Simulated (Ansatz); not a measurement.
Geometry optimisation, Ansatz, UKS PBE/def2-SVP.

Input file:

```yaml
crystal:
  periodic: [false, false, false]
  atoms:
    - { symbol: Ga, position_ang: [-0.057829, -0.00014, -0.290798] }
    - { symbol: H, position_ang: [0.10598, 0.000447, 2.479629] }
    - { symbol: Cl, position_ang: [1.7956, -0.00132, -1.504682] }
    - { symbol: C, position_ang: [-1.791564, 0.00164, -1.348212] }
    - { symbol: H, position_ang: [-2.349681, -0.928377, -1.117585] }
    - { symbol: H, position_ang: [-2.40195, 0.875069, -1.042336] }
    - { symbol: H, position_ang: [-1.539104, 0.052458, -2.427618] }
    - { symbol: C, position_ang: [0.091764, 9.6e-05, 3.591404] }
    - { symbol: H, position_ang: [-0.47613, -0.877562, 3.953017] }
    - { symbol: H, position_ang: [1.130675, -0.050122, 3.968498] }
    - { symbol: H, position_ang: [-0.389162, 0.927713, 3.954483] }
magnetization:
  spin_polarized: true
  initial_magnetization: 1
basis:
  gaussian: { orbitals: def2-SVP }
hamiltonian:
  xc: pbe
relax:
  f_tol: 0.03
  max_steps: 50
```

Command:

```bash
$ ansatz run input.yaml --threads 4 --pin off --max-ram 5120MiB --backend cpu --events-out ev --progress --plain --runs-dir out
```

Task: Where does it end, and by what steps?

Result: The forces met the threshold. After 3 steps the energy has fallen by 0.020 eV; H10 moved furthest, 0.32 Å.

| step | energy less start (eV) | largest force component (eV/Å) | accepted |
| --- | --- | --- | --- |
| 0 | 0.0000 | 0.115 | yes |
| 1 | -0.0177 | 0.097 | yes |
| 2 | -0.0196 | 0.037 | yes |
| 3 | -0.0203 | 0.016 | yes |

```xyz
11
Properties=species:S:1:pos:R:3
Ga -0.101 -0.001 -0.536
H 0.212 0.001 2.758
Cl 1.741 -0.004 -1.760
C -1.846 0.002 -1.570
H -2.392 -0.934 -1.339
H -2.453 0.870 -1.249
H -1.606 0.062 -2.649
C 0.155 0.001 3.864
H -0.431 -0.874 4.204
H 1.176 -0.053 4.284
H -0.337 0.930 4.208
```

The run took 8.1 s on 4 threads of Intel(R) Xeon(R) CPU @ 2.80GHz (Skylake/Cascade Lake), with other jobs on the host, peak memory 0.2 GiB.
